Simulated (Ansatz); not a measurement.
`C[CH]([SiH3])[AlH][NH2]`, charge 0, multiplicity 1.

**Question.** Give a relaxed structure at PBE0-D4/def2-TZVP (the Gaussian-basis code of Ansatz). (Estimate.)

**Answer.** Computed: 
Z-matrix (Å, degrees):
```
C
C 1 1.536
H 1 1.094 2 112.2
H 1 1.094 2 111.3 3 119.8
H 1 1.095 2 112.2 3 -120.7
Si 2 1.867 1 111.5 3 178.2
Al 2 1.959 1 113.5 3 -55.8
H 2 1.101 1 110.2 3 62.0
H 6 1.492 2 110.3 1 64.2
H 6 1.492 2 111.9 1 -55.1
H 6 1.490 2 111.1 1 -176.3
N 7 1.768 2 118.2 1 -8.9
H 7 1.585 2 123.8 1 170.5
H 12 1.007 7 124.6 2 -179.7
H 12 1.007 7 125.4 2 -0.1
```
This is one stationary point; other conformers may exist.
